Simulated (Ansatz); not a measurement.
Born–Oppenheimer molecular dynamics of ClF2H3O3W (10 atoms, charge 0, multiplicity 1). It starts from a relaxed structure.

Method: RKS PBE0-D4/def2-SVP (Ansatz).

| Quantity | Value |
| --- | --- |
| ensemble | NVE (velocity Verlet) |
| time step | 1 fs |
| steps asked | 100 |
| starting velocities drawn for | 3000 K |
| seed | 629677 |

First frame:

```xyz
10
Properties=species:S:1:pos:R:3
W 0.078 0.095 -0.215
F 0.127 -0.388 1.605
O 1.939 -0.023 -0.052
H 2.385 -0.224 0.782
O 0.032 1.934 0.023
H -0.682 2.578 0.086
Cl -2.261 0.220 0.013
F -0.223 -1.730 -0.542
O 0.164 0.226 -2.069
H 0.162 -0.479 -2.728
```

How far do the bonds stretch over the last three quarters of this one trajectory? (Pairs bonded in most of those frames.)


| bond | mean (Å) | spread (Å) | shortest | longest |
| --- | --- | --- | --- | --- |
| W1–F2 | 1.888 | 0.117 | 1.71 | 2.06 |
| W1–O3 | 1.866 | 0.031 | 1.82 | 1.93 |
| W1–O5 | 1.906 | 0.041 | 1.83 | 1.97 |
| W1–Cl7 | 2.433 | 0.107 | 2.21 | 2.55 |
| W1–F8 | 1.907 | 0.060 | 1.79 | 1.98 |
| W1–O9 | 1.857 | 0.043 | 1.79 | 1.93 |
| O3–H4 | 0.980 | 0.050 | 0.90 | 1.06 |
| O5–H6 | 0.991 | 0.071 | 0.88 | 1.08 |
| O9–H10 | 0.990 | 0.077 | 0.87 | 1.10 |

Pairs bonded in part of these frames only: W1–H4 18 %, W1–H6 18 %, W1–H10 14 %.

Mean temperature of the second half: 1392 K. The conserved energy wandered by up to 10.4 meV per atom (net 4.0 meV per atom), which is poor conservation. Over the second half the temperature averaged 0.46 of the 3000 K drawn at the start: a run that starts near a minimum puts about half its kinetic energy into the potential. A run of 0.1 ps of so small a system gives no equilibrium averages.

The run took 5.5 min on 4 threads of Arm Neoverse V1 (shared host), peak memory 0.42 GiB.
